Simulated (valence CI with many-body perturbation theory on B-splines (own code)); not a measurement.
E1 line list for Pd XIV

Calculated by configuration interaction combined with many-body perturbation theory (CI+MBPT): five valence electrons over a frozen Dirac-Fock core [Ar] 3d10, a basis of 11 s, 11 p, 10 d, 8 f, 5 g, 2 h functions for each j, with the one-electron correlation potential Σ1 (screened to all orders), the two-electron term Σ2, the three-electron term Σ3, Breit, model QED; selected single and double excitations, second order for the rest, scaled by the run's own slope (own B-spline code, finite nucleus).

No measured levels were compared; by estimate levels hold to about 250 cm⁻¹ or 0.2 % of their energy and the worst to 1 %, as in measured heavy ions of charge 2 to 7; those with d or f electrons hold less well. Among the levels kept, up to 2300 cm⁻¹ of a level comes from second order outside the variational space, and about a tenth of that is noise between levels of different J, which matters for small intervals.

Lines 201 to 250 of 544 in falling wavelength, among levels below 1112000 cm⁻¹, chosen from the strongest by gf and those to the six lowest levels. Wavelengths and rates use the calculated energies, so an error of 900 cm⁻¹ moves a line at 205.3 Å by 0.18 % and its rate by three times that or more. Electric multipoles are in the length gauge with retardation, E1 and E2 with the static RPA response of the core. Weak lines are less certain than strong ones. Lines between different terms over intervals too small for the method are left out, as are lines whose strength nearly cancels. Where a level lies close to another of its J and parity, the split of strength between their lines is uncertain. The highest levels of a list are the least certain.

Names give the largest LS component (configuration and term), which can be under half, so a name can repeat, a term be missing and a line seem to break the LS rules; names also repeat where a configuration has a term twice. Letters in brackets count levels of one name in rising energy.

```
λ vac (Å)                 Upper                Lower   A (s⁻¹)  S (a.u.) with core polarisation  S without
    205.3       4s²4p²4d ⁴P_1/2       4s²4p³ ²P°_1/2  8.07e+09                         6.90e-02   7.50e-02
    205.2  4s²4p²4f ²G°_7/2 [b]      4s²4p²4d ²G_7/2  7.19e+09                         2.45e-01   2.65e-01
    204.9   4s4p³4d ⁴F°_5/2 [a]         4s4p⁴ ⁴P_5/2  1.28e+09                         3.27e-02   3.52e-02
    203.8  4s²4p²4f ²G°_9/2 [b]      4s²4p²4d ²G_9/2  9.37e+09                         3.92e-01   4.26e-01
    203.8      4s²4p²4f ⁴D°_3/2      4s²4p²4d ⁴P_3/2  8.99e+09                         1.50e-01   1.59e-01
    203.6  4s²4p²4f ²D°_5/2 [a]  4s²4p²4d ²F_7/2 [a]  9.85e+09                         2.46e-01   2.67e-01
    203.0       4s²4p²4d ²G_7/2       4s²4p³ ²D°_5/2  5.21e+09                         1.72e-01   1.85e-01
    203.0   4s²4p²4d ²D_3/2 [b]       4s²4p³ ²P°_3/2  9.72e+08                         1.60e-02   1.75e-02
    202.9      4s²4p4d² ⁴F°_5/2      4s²4p²4d ⁴P_3/2  6.90e+09                         1.71e-01   1.81e-01
    202.3   4s4p³4d ⁴F°_7/2 [a]         4s4p⁴ ⁴P_5/2  8.01e+08                         2.62e-02   2.81e-02
    202.0     4s²4p4d² ⁴G°_11/2      4s²4p²4d ⁴F_9/2  2.40e+09                         1.17e-01   1.17e-01
    201.9  4s²4p4d² ⁴D°_5/2 [c]  4s²4p²4d ²F_7/2 [b]  1.71e+10                         4.16e-01   4.51e-01
    201.5  4s²4p4d² ⁴D°_3/2 [b]  4s²4p²4d ²P_3/2 [a]  8.51e+09                         1.37e-01   1.48e-01
    201.4  4s²4p²4f ²D°_5/2 [b]  4s²4p²4d ²D_5/2 [a]  1.49e+10                         3.59e-01   3.86e-01
    201.2      4s²4p4d² ²F°_7/2      4s²4p²4d ²G_9/2  1.02e+10                         3.28e-01   3.55e-01
    201.1       4s4p³4d ⁴S°_3/2         4s4p⁴ ²D_5/2  1.60e+10                         2.56e-01   2.78e-01
    201.0  4s²4p4d² ⁴P°_5/2 [a]  4s²4p²4d ²D_3/2 [a]  5.71e+09                         1.37e-01   1.45e-01
    200.9   4s4p³4d ²D°_5/2 [e]  4s²4p²4d ²F_7/2 [a]  7.42e+09                         1.78e-01   1.93e-01
    200.9       4s²4p²4d ²F_5/2       4s²4p³ ⁴S°_3/2  1.19e+09                         2.86e-02   3.08e-02
    200.9      4s²4p4d² ⁴F°_5/2      4s²4p²4d ⁴P_5/2  5.54e+09                         1.33e-01   1.42e-01
    200.9  4s²4p4d² ⁴D°_7/2 [a]      4s²4p²4d ⁴F_9/2  1.61e+10                         5.16e-01   5.60e-01
    200.8   4s4p³4d ²D°_5/2 [b]         4s4p⁴ ²D_5/2  7.10e+09                         1.70e-01   1.84e-01
    200.7   4s²4p²4d ²P_3/2 [a]       4s²4p³ ²D°_3/2  3.74e+10                         5.97e-01   6.48e-01
    200.6  4s²4p²4f ²D°_3/2 [b]  4s²4p²4d ²P_1/2 [b]  1.84e+10                         2.93e-01   3.13e-01
    200.3   4s²4p²4d ²D_3/2 [a]       4s²4p³ ²P°_1/2  7.93e+09                         1.26e-01   1.35e-01
    200.3   4s4p³4d ²D°_3/2 [b]         4s4p⁴ ²D_5/2  1.40e+10                         2.23e-01   2.41e-01
    200.3   4s4p³4d ⁴D°_3/2 [b]         4s4p⁴ ⁴P_1/2  9.71e+09                         1.54e-01   1.66e-01
    200.2  4s²4p²4f ²G°_7/2 [a]      4s²4p²4d ⁴F_7/2  1.64e+10                         5.21e-01   5.64e-01
    200.1   4s4p³4d ²P°_3/2 [c]         4s4p⁴ ²P_1/2  6.45e+09                         1.02e-01   1.11e-01
    200.1      4s²4p4d² ⁴F°_7/2      4s²4p²4d ⁴P_5/2  1.79e+10                         5.65e-01   6.02e-01
    199.7       4s4p³4d ⁴G°_5/2         4s4p⁴ ⁴P_5/2  3.79e+08                         8.94e-03   9.61e-03
    199.7  4s²4p4d² ⁴D°_7/2 [b]      4s²4p²4d ²G_9/2  1.16e+10                         3.64e-01   3.93e-01
    199.7      4s²4p²4f ²P°_1/2  4s²4p²4d ²D_3/2 [b]  2.06e+10                         1.62e-01   1.75e-01
    199.5  4s²4p4d² ⁴P°_5/2 [b]  4s²4p²4d ²D_3/2 [a]  4.72e+09                         1.11e-01   1.18e-01
    199.4   4s²4p²4d ²D_5/2 [b]       4s²4p³ ²P°_3/2  2.12e+09                         4.99e-02   5.43e-02
    199.2  4s²4p²4f ²D°_5/2 [a]      4s²4p²4d ²F_5/2  7.82e+09                         1.83e-01   1.97e-01
    199.2   4s²4p²4d ²P_1/2 [a]       4s²4p³ ²P°_1/2  2.14e+10                         1.67e-01   1.81e-01
    199.1   4s4p³4d ²P°_1/2 [a]         4s4p⁴ ²D_3/2  2.70e+10                         2.11e-01   2.29e-01
    198.9      4s²4p4d² ⁴F°_9/2      4s²4p²4d ²G_9/2  3.72e+09                         1.44e-01   1.55e-01
    198.1  4s²4p4d² ⁴D°_3/2 [a]      4s²4p²4d ⁴D_3/2  1.02e+10                         1.56e-01   1.69e-01
    198.1  4s²4p4d² ⁴D°_5/2 [a]      4s²4p²4d ⁴D_5/2  8.56e+09                         1.97e-01   2.12e-01
    197.8       4s4p³4d ⁴G°_7/2         4s4p⁴ ⁴P_5/2  2.39e+09                         7.32e-02   7.84e-02
    197.6       4s²4p²4d ⁴P_5/2       4s²4p³ ²D°_5/2  1.55e+10                         3.53e-01   3.82e-01
    197.5   4s²4p²4d ²D_5/2 [c]       4s²4p³ ²P°_3/2  2.80e+09                         6.39e-02   6.92e-02
    197.4  4s²4p4d² ⁴D°_7/2 [a]  4s²4p²4d ²F_7/2 [a]  3.12e+09                         9.49e-02   1.01e-01
    197.4     4s²4p²4f ⁴G°_11/2      4s²4p²4d ²G_9/2  7.93e+09                         3.61e-01   3.81e-01
    197.3   4s²4p²4d ²F_7/2 [b]       4s²4p³ ²D°_5/2  3.52e+09                         1.07e-01   1.15e-01
    197.2      4s²4p4d² ²F°_7/2  4s²4p²4d ²F_7/2 [b]  1.07e+10                         3.23e-01   3.50e-01
    197.1       4s²4p²4d ⁴D_3/2       4s²4p³ ⁴S°_3/2  6.12e+09                         9.26e-02   1.00e-01
    197.0      4s²4p4d² ²G°_7/2  4s²4p²4d ²D_5/2 [a]  1.39e+10                         4.19e-01   4.45e-01
```
